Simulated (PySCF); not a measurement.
Compound: C7H12O (charge +1 and doublet state).
Atom-mapped SMILES: `[CH2+:1][C:2]1[CH2:3][CH2:4][C@:5]([CH3:6])([OH:7])[CH2:8]1` (hydrogens: H9, H10 on C1; H11, H12 on C3; H13, H14 on C4; H15, H16, H17 on C6; H18 on O7; H19, H20 on C8)

Cartesian coordinates in Å at the GFN2-xTB level; atoms count from 1:
```xyz
20
C7H12O angstrom
C      2.7088   -0.6911   -0.4044
C      1.4474   -0.1995   -0.4027
C      1.0911    1.2388   -0.4190
C     -0.4259    1.2942   -0.3891
C     -0.8738   -0.0497    0.2609
C     -2.2826   -0.4790   -0.0893
O     -0.6641    0.0437    1.6279
C      0.2223   -1.0229   -0.3157
H      2.9079   -1.7414   -0.2668
H      3.5616   -0.0521   -0.5687
H      1.5264    1.7234    0.4631
H      1.5254    1.7692   -1.2730
H     -0.8328    1.3144   -1.4012
H     -0.8081    2.1467    0.1684
H     -2.5025   -1.4576    0.3368
H     -2.4287   -0.5346   -1.1641
H     -2.9989    0.2352    0.3161
H     -1.4101   -0.2922    2.1432
H      0.3506   -1.9269    0.2796
H     -0.1190   -1.3078   -1.3147
```

The hyperfine couplings belong to this conformer and change with its torsions.

Method used: UKS B3LYP, pcH-1 on C H O, non-relativistic, mean-field spin-orbit, GIAO in PySCF 2.14.0. Isolated species at its GFN2-xTB geometry (one conformer only). Couplings are sensitive to structure, and on GFN2-xTB geometries they can be far from those on DFT ones, by a factor of two or more for some ions and for spin on atoms past the first row. The SCF solution wasn't tested for stability.

Principal values of hyperfine tensors in MHz (contact and dipolar terms together), for some of the nuclei:

```json
{"atom": "H20", "isotope": "1H", "A1": "110.05", "A2": "111.01", "A3": "125.50"}
{"atom": "H12", "isotope": "1H", "A1": "83.17", "A2": "86.77", "A3": "93.93"}
{"atom": "H11", "isotope": "1H", "A1": "76.52", "A2": "79.39", "A3": "86.24"}
{"atom": "C1", "isotope": "13C", "A1": "-9.14", "A2": "-7.95", "A3": "116.07"}
{"atom": "H9", "isotope": "1H", "A1": "-48.98", "A2": "-33.50", "A3": "-6.92"}
{"atom": "H10", "isotope": "1H", "A1": "-48.11", "A2": "-32.41", "A3": "-5.82"}
{"atom": "O7", "isotope": "17O", "A1": "-64.84", "A2": "12.76", "A3": "13.72"}
{"atom": "H18", "isotope": "1H", "A1": "-24.09", "A2": "-16.51", "A3": "5.32"}
```

(1) Split each tensor into its isotropic and traceless parts, and turn a_iso into mT with g = 2.0040.

(2) What spin density at the nucleus of H18 lies behind its contact coupling (g_N = 5.58569)?

(3) H13 (1H, g_N = 5.58569) isn't in the table. Its spin density at the nucleus is 0.008048 bohr⁻³. What is its contact coupling?

(4) Name the largest traceless tensor T of the table and describe it.

(5) In a single crystal, with the field along each principal axis of the tensor of H11 in turn, what first-order splitting does this nucleus give (isotropic g, quadrupole terms neglected)?

## Answers

(1) a_iso is a third of the trace, T = A − a_iso, and a(mT) = a(MHz)/(g × 13.996).

```
atom  a_iso (MHz)  a_iso (mT)      T1      T2     T3
 H20       115.52       4.119   -5.47   -4.51   9.98
 H12        87.96       3.136   -4.79   -1.19   5.97
 H11        80.72       2.878   -4.20   -1.33   5.53
  C1        32.99       1.176  -42.14  -40.94  83.08
  H9       -29.80      -1.062  -19.18   -3.70  22.88
 H10       -28.78      -1.026  -19.33   -3.63  22.96
  O7       -12.79      -0.456  -52.06   25.55  26.51
 H18       -11.76      -0.419  -12.33   -4.75  17.08
```

(2) a_FC = 800.24 MHz bohr³ × g_N × ρ(0)/(2S). With a_FC = -11.76 MHz and 2S = 1, ρ(0) = -0.002631 bohr⁻³. In magnitude that is 0.8 % of the 1/π = 0.318 of a free hydrogen atom.

(3) By the same relation, a_FC = 36.0 MHz. Its full tensor has the principal values 33.84, 34.99, 39.10 MHz.

(4) C1: -42.1, -40.9, 83.1 MHz, axial, in the ratio −1:−1:+2, the form that spin in one p orbital centred on that nucleus gives.

(5) 2 lines (I = 1/2), spaced by |A_i|/(g × 13.996): 2.73, 2.83, 3.07 mT along the axes of A1, A2 and A3.

The SMILES draws the unpaired electron on C2; the largest computed Mulliken spin population is on C1 (0.51 against 0.15).
